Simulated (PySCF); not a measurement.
Working out the ionisation energy of Mn

Mn [Ar] 3d5 4s2 (6S) → Mn⁺ [Ar] 3d5 4s1 (7S). Computed with PySCF 2.14 in aug-cc-pVDZ-DK (7s6p4d2f, 59 functions), with the spin-free X2C one-electron Hamiltonian (Gaussian nucleus). Frozen: [Ar]. Energies in hartree (1 hartree = 27.21139 eV):

| part | Mn (lower) | Mn⁺ (upper) |
| --- | --- | --- |
| UHF | -1157.382351 | -1157.160754 |
| MP2 opposite-spin | -0.035217 | 0.000000 |
| MP2 same-spin | -0.069610 | -0.069931 |

**Question.** What does Hartree-Fock give?

**Answer.** (-1157.160754) − (-1157.382351) = 0.221597 hartree = 6.030 eV.

**Question.** What do MP2 and SCS-MP2 (6/5 opposite-spin, 1/3 same-spin) give?

**Answer.** The opposite-spin parts differ by 0.958 eV and the same-spin parts by -0.009 eV. MP2: 6.030 + (0.958) + (-0.009) = 6.979 eV. SCS-MP2: 6.030 + 1.2 × (0.958) + (-0.009)/3 = 7.177 eV.

Measured between the centres of the two terms (NIST): 7.434 eV, so MP2 (valence) is off by -0.455 eV.

A double-zeta basis recovers only part of the correlation energy.

What remains against the reference includes basis incompleteness, the frozen core and correlation beyond second order.
